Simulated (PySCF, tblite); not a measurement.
Isomers of C8H11OP, one GFN2-xTB conformer each. Single-point energies are computed at PBE0/pcSseg-1 (PySCF, gas phase, no added dispersion term), electronic only.

```
           SMILES  GFN2-xTB relative energy (kJ/mol)
CP(C)(=O)c1ccccc1                                0.0
C=C(C)P(C)c1ccco1                              229.6
  C=Cc1pcoc1C(C)C                              200.2
```

Conformers: `[CH3:1][P:2]([CH3:3])(=[O:4])[c:5]1[cH:6][cH:7][cH:8][cH:9][cH:10]1` with C1–P2–C5–C6 -124°; `[CH2:1]=[C:2]([CH3:3])[P:4]([CH3:5])[c:6]1[cH:7][cH:8][cH:9][o:10]1` with C1–C2–P4–C5 -29°, C2–P4–C6–C7 -119°; `[CH2:1]=[CH:2][c:3]1[p:4][cH:5][o:6][c:7]1[CH:8]([CH3:9])[CH3:10]` with C1–C2–C3–P4 0°, O6–C7–C8–C9 -67°.

Q: What does PBE0/pcSseg-1 give for the same structures?

A: 
```csv
SMILES,PBE0/pcSseg-1 E (Eh),PBE0/pcSseg-1 (kJ/mol),GFN2-xTB (kJ/mol),point group
CP(C)(=O)c1ccccc1,-727.44134,0.0,0.0,Cs
C=Cc1pcoc1C(C)C,-727.36521,199.9,200.2,near Cs
C=C(C)P(C)c1ccco1,-727.35876,216.8,229.6,C1
```

Both levels put the same isomer lowest; measured from each level's own lowest isomer, the values differ by up to 12.8 kJ/mol (C=C(C)P(C)c1ccco1: 229.6 against 216.8). As drawn, the lowest has a P=O bond, which the highest lacks; the highest has a C=C bond outside aromatic rings, which the lowest lacks.

Q: Which frontier levels, dipoles and rotational constants go with these structures?

A: 
```
           SMILES  HOMO (eV, PBE0/pcSseg-1)  LUMO (eV)  dipole (D)       A, B, C (MHz)
CP(C)(=O)c1ccccc1                     -7.50      -0.84        4.04  2291, 778.2, 693.4
  C=Cc1pcoc1C(C)C                     -6.48      -0.98        1.85  1656, 918.3, 675.2
C=C(C)P(C)c1ccco1                     -6.63      -0.17        1.17  1931, 864.6, 770.0
```

Q: What happens when harmonic zero-point energies from GFN2-xTB frequencies are added?

A: 
| SMILES | ZPE (kJ/mol) | electronic (kJ/mol) | with ZPE (kJ/mol) |
| --- | --- | --- | --- |
| CP(C)(=O)c1ccccc1 | 435.1 | 0.0 | 0.0 |
| C=Cc1pcoc1C(C)C | 441.6 | 199.9 | 206.4 |
| C=C(C)P(C)c1ccco1 | 434.3 | 216.8 | 216.0 |

The zero-point energies span 7.3 kJ/mol. The order is unchanged.
